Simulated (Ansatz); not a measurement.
Geometry optimisation, RKS PBE0-D4/6-31G* (Ansatz 0.2.0).

The input (input.yaml):

```yaml
crystal:
  periodic: [false, false, false]
  atoms:
    - { symbol: C, position_ang: [-0.395, 1.32403, -0.05139] }
    - { symbol: C, position_ang: [-0.43393, -0.14324, 0.30673] }
    - { symbol: Si, position_ang: [0.74774, -1.3478, -0.16812] }
    - { symbol: Cl, position_ang: [0.57209, -3.28158, 0.38758] }
    - { symbol: H, position_ang: [0.49964, 1.81174, 0.33447] }
    - { symbol: H, position_ang: [-0.40836, 1.47822, -1.12971] }
    - { symbol: H, position_ang: [-1.25886, 1.8308, 0.36909] }
    - { symbol: H, position_ang: [-1.27591, -0.45123, 0.91312] }
    - { symbol: H, position_ang: [0.48369, -0.2758, -0.26641] }
basis:
  gaussian: { orbitals: "6-31G*" }
hamiltonian:
  xc: pbe0
  dispersion: d4
relax:
  f_tol: 0.02
  max_steps: 50
output:
  orbitals: {}
```

Command:

```bash
$ ansatz run input.yaml --threads 1 --pin off --max-ram 2048MiB --backend cpu --events-out ev --progress --plain --runs-dir out
```

Q: Where does it end, and by what steps?

A: The forces met the threshold. After 17 steps the energy has fallen by 7.672 eV; Si3 moved furthest, 1.33 Å. The start is strongly strained (largest force component 16 eV/Å), so its close contacts needn't be bonds. Parted: Si3–H9.

```
step  energy less start (eV)  largest force component (eV/Å)  accepted
   0                  0.0000                          16.323       yes
   1                 -2.2618                           8.400       yes
   2                 -3.8011                           3.927       yes
   3                 -5.3351                           2.560       yes
   4                 -6.1969                           1.741       yes
   5                 -6.8069                           1.404       yes
   6                 -7.2369                           1.052       yes
   7                 -7.4561                           1.011       yes
   8                 -7.5868                           0.475       yes
   9                 -7.6374                           0.244       yes
  10                 -7.6526                           0.336       yes
  11                 -7.6659                           0.174       yes
  12                 -7.6671                           0.161       yes
  13                 -7.6692                           0.098       yes
  14                 -7.6716                           0.027       yes
  15                 -7.6719                           0.076       yes
  16                 -7.6722                           0.031       yes
  17                 -7.6722                           0.011       yes
```

```xyz
9
Properties=species:S:1:pos:R:3
C -0.309 1.310 0.025
C -0.297 -0.214 -0.107
Si 0.883 -1.067 1.123
Cl 0.496 -3.064 0.566
H 0.687 1.738 -0.137
H -0.984 1.771 -0.704
H -0.640 1.627 1.021
H -1.305 -0.634 0.031
H -0.001 -0.522 -1.122
```

The run took 37 s on 1 thread of Intel(R) Xeon(R) 6975P-C (Granite Rapids), on a shared host, peak memory 0.17 GiB.
